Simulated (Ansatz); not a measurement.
The same molecule with X = O, S, Se. Ansatz, PBE0-D4/def2-TZVP geometries, multiplicity 1.

Scalar relativity is left out up to krypton.

```json
{"X": "O", "molecule": "`[OH2+][AlH3-]`", "mean X–Al bond length / Å": "2.031", "mean X–H bond length / Å": "0.963", "LUMO energy (ωB97M-V/def2-TZVPP) / eV": "0.79", "zero-point energy (PBE0-D4/def2-TZVP) / kJ/mol": "117.9", "HOMO energy (ωB97M-V/def2-TZVPP) / eV": "-9.83"}
{"X": "Se", "molecule": "`[AlH3-][SeH2+]`", "mean X–Al bond length / Å": "2.668", "mean X–H bond length / Å": "1.469", "LUMO energy (ωB97M-V/def2-TZVPP) / eV": "1.05", "zero-point energy (PBE0-D4/def2-TZVP) / kJ/mol": "94.2", "HOMO energy (ωB97M-V/def2-TZVPP) / eV": "-10.06"}
```

Task: Give the row for X = S, `[AlH3-][SH2+]`. (Estimate.)

Result: Ansatz gave: 
| X | molecule | mean X–Al bond length / Å | mean X–H bond length / Å | LUMO energy (ωB97M-V/def2-TZVPP) / eV | zero-point energy (PBE0-D4/def2-TZVP) / kJ/mol | HOMO energy (ωB97M-V/def2-TZVPP) / eV |
| --- | --- | --- | --- | --- | --- | --- |
| S | `[AlH3-][SH2+]` | 2.535 | 1.344 | 1.21 | 99.4 | -10.05 |

From O to Se the mean X–Al bond length rises at each step, by 0.637 Å in all; the mean X–H bond length rises at each step, by 0.506 Å in all; the LUMO energy (ωB97M-V/def2-TZVPP) isn't monotonic: highest at S, lowest at O; the zero-point energy (PBE0-D4/def2-TZVP) falls at each step, by 23.7 kJ/mol in all; the HOMO energy (ωB97M-V/def2-TZVPP) falls at each step, by 0.23 eV in all. Bonds lengthen as the atom grows down the group.

Spin–orbit coupling is left out; it splits and shifts lone-pair levels of the heavy atoms by tenths of an eV.
